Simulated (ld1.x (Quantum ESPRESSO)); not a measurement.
Logarithmic derivatives: caesium (Cs), TM

- Element: caesium (Cs)
- Generator: ld1.x (Quantum ESPRESSO) 7.5
- Type: norm-conserving Troullier–Martins (Kleinman–Bylander form)
- Functional: LDA (PZ)
- Relativity: fully relativistic
- Frozen core: [Xe]
- Valence charge: 1
- Reference configuration: 5d0 6s0.5 6p0 (charge +0.5)
- Partial waves: 6p (bound, empty): rc 4.00 bohr; 5d (bound, empty): rc 4.20 bohr; 6s (bound): rc 4.20 bohr
- Local potential: the s channel
- Core correction: Bessel-smoothed model core inside 2.65 bohr

Open shells are filled in proportion to 2j + 1 (rel_dist='average').

The phase is arctan(r·u′/u) with u = r·R(r), unwrapped; energies in Ry, scanned from -2 to 5 Ry. A pole is an energy at which the radial function vanishes at the test radius. The pseudo phase is shifted by a multiple of π to meet the all-electron one at the reference energy, and phase errors are pseudo minus all-electron; the curves can meet again beyond the range given. Levels narrower than the energy grid can be missing from the lists of poles.

**Question.** For each channel, where are the poles, and over which energies does the pseudopotential scatter like the atom?

**Answer.**

```csv
channel,radius (bohr),reference energy (Ry),"poles, all-electron","poles, pseudo",unbroken range about the reference energy with phases within 0.05 rad,phase error 1 Ry above the reference energy (rad)
s,4.53,-0.29,"0.51, 3.65","0.43, 2.17, 4.54",below 0.7,-0.045
p1/2,4.53,-0.17,"-1.24, 1.03, 4.29","0.79, 4.72",-1.1 to 0.0,-0.063
p3/2,4.53,-0.16,"-1.11, 1.13, 4.45","0.81, 4.62",-0.9 to 0.0,-0.087
d3/2,4.53,-0.18,"0.11, 2.25","0.13, 3.01",below 0.5,+0.260
d5/2,4.53,-0.17,"0.13, 2.28","0.14, 3.03",below 0.5,+0.233
```

Note: ghost states, extra bound levels that the all-electron valence spectrum of the same l lacks: p1/2 at -290.9 eV, p3/2 at -70.8 eV. A true bound ghost makes a file unfit for plane-wave use.

Phases in the d3/2 channel:

```csv
E (Ry),all-electron,pseudo
-2.00,1.406,1.407
-1.76,1.394,1.394
-1.52,1.378,1.379
-1.28,1.357,1.358
-1.04,1.326,1.328
-0.80,1.275,1.278
-0.56,1.168,1.173
-0.32,0.724,0.731
-0.08,-1.242,-1.238
0.16,-1.609,-1.595
0.40,-1.756,-1.722
0.64,-1.931,-1.837
0.88,-2.414,-2.026
1.12,-3.861,-2.553
1.36,-4.398,-3.783
1.60,-4.556,-4.314
1.84,-4.634,-4.490
2.08,-4.684,-4.575
2.32,-4.723,-4.627
2.56,-4.759,-4.663
2.80,-4.796,-4.691
3.04,-4.844,-4.715
3.28,-4.919,-4.737
3.52,-5.082,-4.759
3.76,-5.743,-4.782
4.00,-7.231,-4.810
4.24,-7.582,-4.846
4.48,-7.694,-4.901
4.72,-7.751,-5.004
4.96,-7.787,-5.282
```
